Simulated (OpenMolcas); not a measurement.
Tc3+ (d4) among equal point charges was computed by CASSCF with the d shell active (OpenMolcas, ANO-RCC-VDZP on the metal). Its lowest spin-free states, and all those of the highest spin:

```json
{"2S+1": "5", "Degeneracy": "1", "E (cm-1)": "0.0"}
{"2S+1": "5", "Degeneracy": "1", "E (cm-1)": "5204"}
{"2S+1": "5", "Degeneracy": "1", "E (cm-1)": "5794"}
{"2S+1": "5", "Degeneracy": "2", "E (cm-1)": "8225"}
{"2S+1": "3", "Degeneracy": "2", "E (cm-1)": "16832"}
{"2S+1": "3", "Degeneracy": "1", "E (cm-1)": "18065"}
{"2S+1": "3", "Degeneracy": "1", "E (cm-1)": "18651"}
{"2S+1": "3", "Degeneracy": "1", "E (cm-1)": "20218"}
{"2S+1": "3", "Degeneracy": "2", "E (cm-1)": "21033"}
{"2S+1": "3", "Degeneracy": "1", "E (cm-1)": "21121"}
{"2S+1": "3", "Degeneracy": "2", "E (cm-1)": "21765"}
{"2S+1": "3", "Degeneracy": "1", "E (cm-1)": "22347"}
```

Task: Is the site octahedral, tetrahedral or cube-like, axial, or of lower symmetry?

Result: The states with 2S+1 = 5 have orbital degeneracies 1, 1, 1, 2. There are pairs but no triples, so the site is axial: not cubic, but with a proper or improper axis of order three or more. The run had Tc3+ among 6 point charges of -1.7 e arranged as a tetragonal octahedron (D4h), 2.26 Å from the ion, with the axial distance 2.622 Å.

Without dynamic correlation the repulsion within the d shell is too large (B by tens of per cent), so at a given field states of lower spin stand too high. Point charges give a weaker field than real ligands, and real ions of this kind are as a rule low spin; the high spin found here belongs to the model. Point charges carry no covalency, so the field is a model and not that of real ligands. No measured value stands beside these numbers.
